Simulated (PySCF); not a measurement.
**B(2+): excitation energy**

B(2+) [He] 2s1 (2S) → B(2+) [He] 3d1 (2D), as a difference of total energies. All numbers are calculated (PySCF 2.14, no relativity, point nucleus, in dyall-av2z (11s7p2d, 42 functions)). The calculations carry no spin-orbit coupling.

| method | excitation energy (eV) |
| --- | --- |
| UHF | 24.355 |
| LDA | 23.925 |
| PBE | 23.840 |
| PBE0 | 23.999 |
| r2SCAN | 23.816 |
| LC-wPBE | 24.465 |
| BHandHLYP | 24.300 |
| PBEsol | 23.734 |
| TPSSh | 23.888 |

The promoted electron is Rydberg-like, and one or two diffuse shells describe it only roughly, which tends to raise the upper state.
